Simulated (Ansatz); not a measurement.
Relaxation of C₂H₄InN (8 atoms, charge 0, multiplicity 1), to a largest force component of 0.015 eV/Å in at most 40 steps.

Computed with RKS r2SCAN-D4/def2-SVP (Ansatz 0.2.0).

```xyz
8
Properties=species:S:1:pos:R:3:forces:R:3
C -0.559 0.771 -0.499 -1.20 3.15 0.21
In 0.003 -0.530 1.072 19.71 55.40 6.95
C 1.237 -1.139 0.283 28.42 -9.25 -14.21
N 2.436 -1.167 -0.087 -6.28 -0.11 1.88
H -0.020 1.437 -1.231 0.23 -0.83 0.83
H -0.964 1.457 0.333 -0.26 0.18 -1.60
H -1.451 0.382 -1.038 0.15 -0.12 0.50
H -0.589 -1.267 1.111 -40.77 -48.42 5.44
```

Task: Where does it end, and by what steps?

Result: The run converged. The force dipped under the threshold on the way, but the program's further checks kept it going. After 35 steps the energy has fallen by 21.195 eV; H8 moved furthest, 1.03 Å. The start is strongly strained (largest force component 55 eV/Å).

```csv
step,energy less start (eV),largest force component (eV/Å),accepted
0,0.0000,55.405,yes
2,-17.9216,5.025,yes
4,-20.6077,2.548,yes
6,-21.1107,0.596,yes
8,-21.1790,0.727,yes
10,-21.1556,2.286,no
12,-21.1917,0.091,yes
14,-21.1922,0.019,yes
16,-21.1923,0.015,yes
18,-21.1929,0.027,yes
20,-21.1923,0.172,no
22,-21.1934,0.105,no
24,-21.1939,0.066,yes
26,-21.1944,0.028,yes
28,-21.1947,0.022,yes
30,-21.1948,0.043,yes
32,-21.1950,0.020,yes
34,-21.1950,0.036,no
35,-21.1950,0.004,yes
```

```xyz
8
Properties=species:S:1:pos:R:3
C -0.836 1.040 -0.485
In -0.117 -0.572 0.736
C 1.780 -1.351 0.045
N 2.804 -1.757 -0.344
H -0.077 1.837 -0.505
H -1.788 1.447 -0.118
H -0.966 0.674 -1.515
H -0.708 -1.375 2.130
```

Whether the end is a true minimum wasn't checked by a vibrational analysis.

Run time: 29 s on 2 threads of AMD EPYC 9R45 96-Core Processor (Zen 5), with other jobs on the host, peak memory 0.17 GiB.
